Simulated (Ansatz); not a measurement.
## Worked example: NaBr + CHBrI2 → NaI + CHBr2I

Species: NaBr, singlet; CHBrI2 (bromodiiodomethane) `BrC(I)I`, singlet; NaI (Sodium Iodide), singlet; CHBr2I (dibromoiodomethane) `BrC(Br)I`, singlet. The partners trade Br for I: Na–Br and C–I bonds give way to Na–I and C–Br.

Shapes, held fixed at every level: PBE0-D4/def2-TZVP. Programs: Ansatz 0.2.0. The zero-point and thermal change to 298 K, harmonic and unscaled (PBE0-D4/def2-TZVP), is +0.6 kJ/mol.

At CCSD(T)/def2-TZVPP; 1 Eh = 2625.50 kJ/mol:

| species | energy (Eh) |
| --- | --- |
| NaBr | -2734.820623 |
| CHBrI2 | -3205.606009 |
| NaI | -459.252961 |
| CHBr2I | -5481.173576 |

Work out ΔH(298 K) of the reaction at this level.


1. Products less reactants: (-459.252961) + (-5481.173576) − [(-2734.820623) + (-3205.606009)] = 0.000095 Eh = +0.2 kJ/mol.
2. With the thermal change: +0.2 + (+0.6) = +0.8 kJ/mol.

Other levels give -6.2 (MP2/def2-SVP) to +1.9 kJ/mol (B3LYP-D4/def2-TZVPP). No measured value is set beside it here. For atoms past krypton def2 sets carry core potentials with scalar relativity. Relativity is left out for Br. Outer-core shells of Br, I, Na are correlated in most correlated rows, in sets that cover them unevenly. That is about zero within the method's error.
